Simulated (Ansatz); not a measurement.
# Telling isomers of BFH3N2 apart by their spectra

These gas-phase data were calculated for one isomer of BFH3N2 at r2SCAN-D4/def2-SVP (harmonic, unscaled wavenumbers; equilibrium rotational constants with average atomic masses):

| Item | Value |
| --- | --- |
| rotational constants | 50.24, 4.203, 3.879 GHz |
| all wavenumbers above 1500 cm⁻¹ | 3462, 3411, 2692, 1586 |
| dipole moment | 2.34 D (PBE0/def2-TZVPD) |

Candidates:

(1) `[NH]B(N)F`, a doublet
(2) `[NH]NBF`, a doublet

Question: Which structure fits?

Answer: Candidate (2). The band at 2692 cm⁻¹ lies where the B–H stretch is expected; (1) has no mode between 2350 and 2900 cm⁻¹.

The same quantities for all candidates:

```
     rotational constants (GHz)  wavenumbers above 1500 cm⁻¹  dipole (D)  E above the lowest, r2SCAN-D4/def2-SVP (kcal/mol)
(1)         9.811, 9.398, 4.837       3733, 3617, 3491, 1581        1.94                                                0.0
(2)         50.24, 4.203, 3.879       3462, 3411, 2692, 1586        2.34                                               31.6
```

Harmonic stretches to hydrogen usually lie a few per cent above observed fundamentals. Each candidate is one conformer. Open shells are spin-unrestricted. Programs: Ansatz 0.2.0.
